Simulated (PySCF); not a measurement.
# [Tm(OH)4]−: from a saddle point downhill

PySCF 2.14.0, RKS PBE0, Tm lcecp-1-SVP with ECP58, O def2-SVP, H def2-SVP; non-relativistic Hamiltonian with scalar-relativistic core potentials where named; density fitting; no spin-orbit coupling. Relaxed within the symmetry of its start, the geometry (S4) is

```xyz
9

Tm    0.0000    0.0000    0.0000
O     1.1722    1.2688    1.1799
H     2.0457    1.4790    1.5048
O    -1.1722   -1.2688    1.1799
H    -2.0457   -1.4790    1.5048
O     1.2688   -1.1722   -1.1799
H     1.4790   -2.0457   -1.5048
O    -1.2688    1.1722   -1.1799
H    -1.4790    2.0457   -1.5048
```

and its lowest harmonic modes are -68, -66, -55, 80, 94, 113 cm⁻¹ (negative: unstable). It was moved along the lowest mode and relaxed again.

(1) Where does it end, and how much lower?

(2) How do the contacts change?

(3) Is the end a minimum?

An lcecp potential fixes the number of 4f electrons, so in runs with it no electron can move into or out of that shell.

State: singlet in the valence, with the 4f electrons in the core potential.

## Answers

(1) In C1, 0.001 eV lower, after 3 steps:
```xyz
9

Tm    0.0101    0.0028    0.0022
O     1.1651    1.2717    1.1837
H     1.9115    1.5782    1.6925
O    -1.1919   -1.2613    1.1802
H    -2.1356   -1.3632    1.3081
O     1.2492   -1.1937   -1.1871
H     1.3887   -2.0544   -1.5779
O    -1.2877    1.1519   -1.1685
H    -1.5594    2.0288   -1.4332
```

(2) 
| contact | saddle (Å) | end (Å) |
| --- | --- | --- |
| Tm1–O2 (OH) | 2.092 | 2.083 |
| Tm1–O4 (OH) | 2.092 | 2.105 |
| Tm1–O6 (OH) | 2.092 | 2.093 |
| Tm1–O8 (OH) | 2.092 | 2.092 |


(3) No, 1 of the modes stay unstable (below −25 cm⁻¹); lowest modes -63, 8, 56, 96, 104, 119 cm⁻¹.
